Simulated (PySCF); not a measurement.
# Si²⁺ (silicon, charge +2) across methods

[Ne] 3s1 3d1, high-spin 3D determinant (an excited configuration). All numbers are calculated (PySCF 2.14, scalar relativity by spin-free X2C-1e, in aug-cc-pCVTZ-DK with one added diffuse shell each of s, p, d, f type (9s8p6d4f, 91 functions)).

| method | E (hartree) | mean ε 2p β (eV) | mean ε 3s α (eV) | mean ε 3d α (eV) | Σ⟨r²⟩ (bohr²) | ⟨S²⟩ |
| --- | --- | --- | --- | --- | --- | --- |
| BP86 | -288.5008 | -121.03 | -31.407 | -13.487 | 16.25 | 2.000 |
| MN15 | -288.4703 | -126.76 | -32.802 | -13.888 | 16.82 | 2.000 |
| UHF | -287.98296 | -141.41 | -35.730 | -15.347 | 17.39 | 2.000 |
| LDA | -287.2984 | -120.97 | -31.504 | -13.182 | 16.37 | 2.000 |
| wB97X | -288.4556 | -128.04 | -34.683 | -15.784 | 16.41 | 2.000 |
| r2SCAN | -288.4430 | -122.92 | -31.438 | -13.412 | 16.26 | 2.000 |
| PBE | -288.3318 | -120.84 | -31.298 | -13.430 | 16.27 | 2.000 |
| TPSSh | -288.4832 | -123.49 | -31.764 | -13.654 | 16.32 | 2.000 |

Question: Estimate the same row for PBE0.

Answer: E (hartree) = -288.3458; mean ε 2p β (eV) = -126.29; mean ε 3s α (eV) = -32.523; mean ε 3d α (eV) = -14.018; Σ⟨r²⟩ (bohr²) = 16.46; ⟨S²⟩ = 2.000.

The outer electron is Rydberg-like, and this basis confines it to a smaller radius and binds it less than a complete one would.
